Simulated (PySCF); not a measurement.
Worked example: oscillator strength and radiative lifetime

C₆H₁₈SSi₂, SMILES C[Si](C)(C)S[Si](C)(C)C.

Geometry optimised at B3LYP-D3(BJ)/def2-SVP. The isomer is the one that the SMILES or the coordinates give; other isomers of the formula were not compared. The values are those of a single conformer.

TDA-CAM-B3LYP/def2-SVP (PySCF) puts the first singlet state with f over 0.02 at 7.49 eV (vertical), with the transition dipole (-0.023, -0.515, 0.000) in atomic units.

**Question.** Find the oscillator strength, the wavelength and the radiative lifetime that this transition would have in vacuum if emission retraced absorption.

**Answer.** 
|μ|² = 0.2658 au, so |μ| = 1.31 D. ΔE = 7.49/27.211 = 0.2753 hartree. f = (2/3) ΔE |μ|² = 0.049 (the program prints 0.049).
λ = 1239.84/7.49 = 166 nm; ν = 60411 cm⁻¹.
Einstein's coefficient A = 0.6670 ν² f s⁻¹ (ν in cm⁻¹) = 1.2e8 s⁻¹, so τ = 1/A = 8.4 ns. This state is S3; the lower singlets have f = 0.001, 0.013. The figure is the radiative limit of this one transition; relaxation, internal conversion, crossing to triplets and a medium change what is measured.
